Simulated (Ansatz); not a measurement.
```yaml
atoms:
  - { symbol: N, position_ang: [0.0000, 0.0000, -0.5605] }
  - { symbol: O, position_ang: [0.0000, 0.0000, 0.4905] }
```

Basis set: cc-pVDZ (spherical functions). Left uncorrelated: 2 orbitals. Charge 0, multiplicity 2.

Computed with Ansatz (development build ahead of 0.2.0); each method stands on the lowest determinant of its kind that the runs found.

The atomization energy at this shape (free ground-state atoms in the same class of orbitals less the molecule, no zero-point energy) of doublet NO:

```csv
method,atomization energy
UHF-MP2,119.81 kcal/mol
```

Question: What does UHF give?

Answer: 40.27 kcal/mol. Caution: the shape is not the minimum.
